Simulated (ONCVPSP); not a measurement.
# tungsten (W): one change to an ONCV potential, before and after

| Item | Value |
| --- | --- |
| Element | tungsten (W) |
| Generator | ONCVPSP 4.0.1 |
| Type | optimised norm-conserving Vanderbilt (ONCV) |
| Functional | PBE |
| Relativity | scalar-relativistic |
| Frozen core | [Kr] 4d10 4f14 |
| Valence charge | 14 |
| Reference configuration | 5s2 5p6 5d4 6s0.5 (charge +1.5) |
| Partial waves | 5s+6s: rc 2.00 bohr, ncon 4, nbas 8, qcut 5.1 1/bohr, 3 projectors, debl 3.1 Ha; 5p: rc 1.35 bohr, ncon 5, nbas 9, qcut 6.7 1/bohr, 2 projectors, debl 2.7 Ha; 5d: rc 2.75 bohr, ncon 4, nbas 8, qcut 6.9 1/bohr, 3 projectors, debl 2.8 Ha |
| Local potential | polynomial inside 0.95 bohr (lpopt 5, dvloc0 -1 Ha) |
| Core correction | none |

Change: local potential polynomial inside 0.95 bohr (lpopt 5, dvloc0 5.5 Ha).

Cutoffs: the cutoffs (Ha) at which the residual kinetic energy of the hardest occupied pseudo-wave falls to 1 and 0.1 mHa per electron; they do not see the model core or the augmentation charge, which bear on the density cutoff. Errors are all-electron minus pseudo energies relative to the spin-unpolarised reference configuration.

Predict the effect on cutoff, ghosts and configuration errors.

The potential gets neither clearly harder nor softer (78 Ha and 136 Ha → 78 Ha and 136 Ha); the lowest positive-energy flag moves from s at 40.8 eV to s at 129.6 eV; the errors of the 4 common tests hardly move; neither file shows a bound ghost.

| quantity | base | changed |
| --- | --- | --- |
| cutoff, loose | 78 Ha | 78 Ha |
| cutoff, tight | 136 Ha | 136 Ha |
| bound ghosts | none | none |
| GHOST(+) flags under 300 eV | s at 40.8 eV, p at 241.5 eV | s at 129.6 eV |
| error for 5s2 5p6 5d4 6s2, meV [ΔE -15.84 eV] | +7.6 | +7.6 |
| error for 5s2 5p6 5d4 6s1, meV [ΔE -6.95 eV] | +2.7 | +2.7 |
| error for 5s2 5p6 5d4 6s0, meV [ΔE 8.73 eV] | -2.2 | -2.2 |
| error for 5s2 5p6 5d5 6s1, meV [ΔE -14.30 eV] | +4.5 | +4.4 |
| s: phases at 2.02 bohr within 0.05 rad from the reference energy up to (Ha; the scan ends near 5) | to the end of the scan | 4.7 |
| p: phases at 1.37 bohr within 0.05 rad from the reference energy up to (Ha; the scan ends near 5) | to the end of the scan | to the end of the scan |
| d: phases at 2.80 bohr within 0.05 rad from the reference energy up to (Ha; the scan ends near 5) | to the end of the scan | to the end of the scan |
